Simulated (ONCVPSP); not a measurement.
How hard is this Cr (Z = 24) ONCV potential?

```
Element                 : Cr
Generator               : ONCVPSP 4.0.1
Type                    : optimised norm-conserving Vanderbilt (ONCV)
Functional              : PBEsol
Relativity              : scalar-relativistic
Frozen core             : [Ne]
Valence charge          : 14
Reference configuration : 3s2 3p6 3d5 4s0.75 (charge +0.25)
Partial waves           : 3s+4s: rc 1.80 bohr, ncon 3, nbas 7, qcut 5.4 1/bohr, 2 projectors; 3p: rc 1.20 bohr, ncon 4, nbas 8, qcut 11.9 1/bohr, 2 projectors, debl 1.5 Ha; 3d: rc 2.00 bohr, ncon 5, nbas 10, qcut 9 1/bohr, 2 projectors, debl 3.2 Ha
Local potential         : polynomial inside 0.80 bohr (lpopt 3, dvloc0 2 Ha)
Core correction         : Teter function, fcfact 3.5, rcfact 1.5
```

In the p channel the program set the typed energies aside and used -1.725, 0.250 Ha.

**Question.** For each optimised wave give the share of its norm inside rc, the residual kinetic energy above qcut (Ha) and the cutoffs (Ha) for errors of 10, 1, 0.1 and 0.01 mHa per electron.

**Answer.**

```
         wave  norm inside rc  residual KE  10 mHa  1 mHa  0.1 mHa  0.01 mHa
           3s           0.984      3.4e-06     7.7   10.2     12.1      14.0
           4s           0.082      7.2e-06     5.3    7.8      9.8      12.2
           3p           0.762      7.1e-08    19.5   25.1     44.3      55.4
p projector 2           0.060      4.3e-08    15.8   21.6     28.0      51.5
           3d           0.781      1.4e-06    24.2   29.2     33.1      36.9
d projector 2           0.169      1.2e-05    27.3   32.6     37.0      42.5
```

The occupied waves need 29 Ha and 44 Ha for 1 and 0.1 mHa.
